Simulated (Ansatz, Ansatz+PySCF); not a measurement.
```yaml
atoms:
  - { symbol: Cu, position_ang: [0.0000, 0.0000, 0.0000] }
  - { symbol: O, position_ang: [0.0000, 0.0000, 2.0640] }
```

Basis set: def2-SVP (spherical functions). Charge 0, multiplicity 2.

Computed with Ansatz (development build ahead of 0.2.0); each method stands on the lowest determinant of its kind that the runs found.

**Question.** Give the atomization energy at this shape (free ground-state atoms in the same class of orbitals less the molecule, no zero-point energy) of doublet CuO by PBE0 (unrestricted), UHF.

**Answer.**

```tsv
method	atomization energy
PBE0 (unrestricted)	2.22 eV
UHF	0.39 eV
```

Caution: the shape is not the minimum.
